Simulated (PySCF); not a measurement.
A PySCF script (with the pyscf-properties extension) for the NMR shieldings of SMILES [C@H]1(C(Cl)Cl)[Si@H](O[SiH3])O[SiH2]1, C₂H₈Cl₂O₂Si₃, on a GFN2-xTB geometry:

```python
import basis_set_exchange as bse
import numpy as np
from pyscf import gto, dft
from pyscf.prop import nmr

atoms = """
Si    3.206572   -0.410092    0.131603
O     1.695915   -0.573819   -0.461529
Si    0.212162   -0.034352   -0.741352
O     0.075487    1.601488   -0.528812
Si   -1.002589    1.677801    0.736797
C    -0.963680   -0.252439    0.770051
C    -2.238176   -1.003163    0.585249
Cl   -3.332590   -0.769649    1.989806
Cl   -3.092963   -0.456274   -0.870519
H     3.142848    0.214621    1.452468
H     3.960535    0.403769   -0.816837
H     3.658932   -1.797266    0.195265
H    -0.172981   -0.434501   -2.073973
H    -0.356278    2.308599    1.876282
H    -2.232752    2.279466    0.261502
H    -0.461030   -0.658737    1.650011
H    -2.106410   -2.083424    0.483541
"""
names = dict.fromkeys(["Si", "O", "C", "Cl", "H"], "pcSseg-1")
basis = {el: gto.basis.parse(bse.get_basis(n, elements=[el], fmt="nwchem")) for el, n in names.items()}
mol = gto.M(atom=atoms, basis=basis, charge=0, verbose=0)
mf = dft.RKS(mol, xc="PBE0")
mf.grids.level = 2
mf.grids.alignment = dft.numint.BLKSIZE   # the property module wants whole blocks of grid points
mf.conv_tol = 1e-9
mf.kernel()

calc = nmr.RKS(mf)   # GIAO
C = mf.mo_coeff
Co = C[:, mf.mo_occ > 0]
resp = mf.gen_response(singlet=True, hermi=2)
def vind(x):   # induced exchange potential for any number of trial vectors
    d = np.einsum("pi,xij,qj->xpq", C, 2 * x.reshape(-1, C.shape[1], Co.shape[1]), Co, optimize=True)
    return np.einsum("xpq,pi,qj->xij", resp(d - d.transpose(0, 2, 1)), C, Co, optimize=True).ravel()
mo1, _ = nmr.rhf.solve_mo1(calc, with_cphf=vind)
sigma = calc.kernel(mo1)
for i, s in enumerate(sigma):   # ppm
    w = np.linalg.eigvalsh((s + s.T) / 2)
    print("%2d %-2s iso %8.1f  s11 %8.1f  s22 %8.1f  s33 %8.1f" % (i, mol.atom_pure_symbol(i), w.mean(), *w))
```

Question: Give the expected output.

Answer: 
```
 0 Si iso    389.6  s11    354.1  s22    360.0  s33    454.8
 1 O  iso    276.7  s11    233.4  s22    273.4  s33    323.1
 2 Si iso    377.1  s11    365.4  s22    372.1  s33    393.8
 3 O  iso    226.5  s11    117.8  s22    275.3  s33    286.5
 4 Si iso    361.1  s11    319.8  s22    355.4  s33    408.1
 5 C  iso    129.8  s11     95.1  s22    125.7  s33    168.5
 6 C  iso    101.5  s11     64.9  s22    114.4  s33    125.1
 7 Cl iso    584.4  s11    276.9  s22    476.9  s33    999.3
 8 Cl iso    660.6  s11    373.9  s22    616.4  s33    991.7
 9 H  iso     26.5  s11     22.6  s22     25.9  s33     30.9
10 H  iso     26.5  s11     22.9  s22     24.7  s33     31.9
11 H  iso     26.6  s11     22.9  s22     24.9  s33     31.9
12 H  iso     26.5  s11     22.0  s22     26.1  s33     31.4
13 H  iso     26.2  s11     22.6  s22     24.4  s33     31.7
14 H  iso     25.9  s11     22.7  s22     25.3  s33     29.5
15 H  iso     28.9  s11     24.9  s22     29.6  s33     32.2
16 H  iso     25.3  s11     22.4  s22     24.2  s33     29.4
```

These numbers come from an equivalent density-fitted implementation of the same equations, which agrees with the script to about 0.01 ppm for H and up to a few tenths of a ppm for heavy atoms, so last digits may differ.

Size and cost of the density-fitted run: 228 basis functions, 45 s wall time on 1 thread of an Arm Neoverse V2, shared host; peak memory 1.1 GiB.
